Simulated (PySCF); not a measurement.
CH4F2Si (SMILES C[SiH](F)F), singlet, at a GFN2-xTB geometry; DF-PBE/cc-pV(D+d)Z run with PySCF.

Here is a job for PySCF.
```python
from pyscf import gto, scf, dft

mol = gto.Mole()
mol.atom = '''
    Si    0.174745   -0.050904    0.334554
    C    -1.699071   -0.210822    0.267634
    F     0.844114   -1.048963   -0.722743
    F     0.619736    1.376669   -0.236473
    H     0.849145   -0.241475    1.596353
    H    -2.026588   -1.200181    0.573738
    H    -2.184948    0.511764    0.916934
    H    -2.064267   -0.041872   -0.743638
'''
mol.basis = 'cc-pv(d+d)z'
mol.charge = 0
mol.spin = 0
mol.verbose = 4
mol.max_memory = 1800
mol.build()

mf = dft.RKS(mol)
mf.xc = 'pbe'
mf = mf.density_fit(auxbasis='def2-universal-jkfit')
mf.kernel()
```

What the program printed (banner, timings and long lists left out):

```
PySCF version 2.14.0

[INPUT] verbose = 4
[INPUT] num. atoms = 8
[INPUT] num. electrons = 42
[INPUT] charge = 0
[INPUT] spin (= nelec alpha-beta = 2S) = 0
[INPUT] symmetry False subgroup None
[INPUT] Mole.unit = angstrom
[INPUT] Symbol           X                Y                Z      unit          X                Y                Z       unit  Magmom
[INPUT]  1 Si     0.174745000000  -0.050904000000   0.334554000000 AA    0.330220191637  -0.096194618645   0.632215433878 Bohr   0.0
[INPUT]  2 C     -1.699071000000  -0.210822000000   0.267634000000 AA   -3.210778856191  -0.398395841033   0.505754961622 Bohr   0.0
[INPUT]  3 F      0.844114000000  -1.048963000000  -0.722743000000 AA    1.595144277911  -1.982252784802  -1.365786328447 Bohr   0.0
[INPUT]  4 F      0.619736000000   1.376669000000  -0.236473000000 AA    1.171131309533   2.601527374179  -0.446869205854 Bohr   0.0
[INPUT]  5 H      0.849145000000  -0.241475000000   1.596353000000 AA    1.604651490044  -0.456321615929   3.016669968128 Bohr   0.0
[INPUT]  6 H     -2.026588000000  -1.200181000000   0.573738000000 AA   -3.829696287330  -2.268013389907   1.084207687256 Bohr   0.0
[INPUT]  7 H     -2.184948000000   0.511764000000   0.916934000000 AA   -4.128953316416   0.967093800412   1.732754134302 Bohr   0.0
[INPUT]  8 H     -2.064267000000  -0.041872000000  -0.743638000000 AA   -3.900899277978  -0.079126612288  -1.405272155819 Bohr   0.0

nuclear repulsion = 182.018169632996
number of shells = 20
number of NR pGTOs = 152
number of NR cGTOs = 85
basis = cc-pv(d+d)z
ecp = {}

******** <class 'pyscf.df.df_jk.DFRKS'> ********
method = DFRKS
initial guess = minao
damping factor = 0
level_shift factor = 0
DIIS = <class 'pyscf.scf.diis.CDIIS'>
diis_start_cycle = 1
diis_space = 8
diis_damp = 0
SCF conv_tol = 1e-09
SCF conv_tol_grad = None
SCF max_cycles = 50
direct_scf = False
XC library pyscf.dft.libxc version 7.1.2
    S. Lehtola, C. Steigemann, M. J. T. Oliveira, and M. A. L. Marques,  SoftwareX 7, 1–5 (2018)
XC functionals = pbe
    J. P. Perdew, K. Burke, and M. Ernzerhof,  Phys. Rev. Lett. 77, 3865 (1996)
    J. P. Perdew, K. Burke, and M. Ernzerhof,  Phys. Rev. Lett. 78, 1396 (1997)
    J. P. Perdew, K. Burke, and M. Ernzerhof,  Phys. Rev. Lett. 77, 3865 (1996)
    J. P. Perdew, K. Burke, and M. Ernzerhof,  Phys. Rev. Lett. 78, 1396 (1997)
radial grids:
    Treutler-Ahlrichs [JCP 102, 346 (1995); DOI:10.1063/1.469408] (M4) radial grids

becke partition: Becke, JCP 88, 2547 (1988); DOI:10.1063/1.454033
pruning grids: <function nwchem_prune>
grids dens level: 3
symmetrized grids: False
atomic radii adjust function: <function treutler_atomic_radii_adjust>
small_rho_cutoff = 0
Set gradient conv threshold to 3.16228e-05
Initial guess from minao.
tot grids = 101056
init E= -529.565924738894
  HOMO = -0.357794669677179  LUMO = -0.0263010499043719  gap/eV = 9.02040
cycle= 1 E= -529.288877074425  delta_E= 0.277  |g|= 0.855  |ddm|=  5.1
  HOMO = -0.195422217571479  LUMO = 0.0273454793292141  gap/eV = 6.06182
cycle= 2 E= -528.931199030077  delta_E= 0.358  |g|= 1.68  |ddm|= 3.55
  HOMO = -0.274219627454845  LUMO = 0.013857284402627  gap/eV = 7.83897
cycle= 3 E= -529.418860853639  delta_E= -0.488  |g|= 0.154  |ddm|= 2.33
  HOMO = -0.289623845689884  LUMO = 0.00875535510087122  gap/eV = 8.11931
cycle= 4 E= -529.424055306931  delta_E= -0.00519  |g|= 0.0546  |ddm|= 0.33
  HOMO = -0.288411588772941  LUMO = 0.007883909926095  gap/eV = 8.06261
cycle= 5 E= -529.424782637262  delta_E= -0.000727  |g|= 0.00801  |ddm|= 0.0996
  HOMO = -0.287809173518716  LUMO = 0.00851107382145377  gap/eV = 8.06328
cycle= 6 E= -529.4248036354  delta_E= -2.1e-05  |g|= 0.00142  |ddm|= 0.0203
  HOMO = -0.287758662519516  LUMO = 0.00851835795373113  gap/eV = 8.06211
cycle= 7 E= -529.424804105713  delta_E= -4.7e-07  |g|= 0.000257  |ddm|= 0.00266
  HOMO = -0.287775913860171  LUMO = 0.00850927893996145  gap/eV = 8.06233
cycle= 8 E= -529.42480412182  delta_E= -1.61e-08  |g|= 2.72e-05  |ddm|= 0.000505
  HOMO = -0.287778289307977  LUMO = 0.00850806240508328  gap/eV = 8.06236
cycle= 9 E= -529.424804122089  delta_E= -2.69e-10  |g|= 4.03e-06  |ddm|= 7.57e-05
  HOMO = -0.287778915761941  LUMO = 0.00850749949079388  gap/eV = 8.06236
Extra cycle  E= -529.424804122089  delta_E= -4.55e-13  |g|= 3.66e-06  |ddm|= 1.57e-05
converged SCF energy = -529.424804122089
```
